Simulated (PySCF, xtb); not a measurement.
Si(H)(F)(Me)(OH) (CH5FOSi), SMILES C[SiH](O)F. Other conformers were not sampled.

Harmonic wavenumbers (cm⁻¹) from GFN2-xTB (xtb 6.7.1) at its own minimum, in rising order: 96, 151, 193, 252, 283, 615, 650, 714, 784, 794, 826, 848, 942, 1386, 1480, 1488, 2411, 3020, 3048, 3053, 3663.

What does B3LYP-D3(BJ)/def2-SVP run with PySCF 2.14.0 give at its own minimum? (Estimate from the structure and the level; the computed values follow.)

149, 201, 240, 303, 339, 659, 711, 756, 821, 840, 890, 924, 968, 1281, 1430, 1433, 2294, 3030, 3119, 3126, 3876. Paired by order, the mean absolute difference is 64 cm⁻¹ and the zero-point energies are 38.2 and 39.2 kcal/mol.
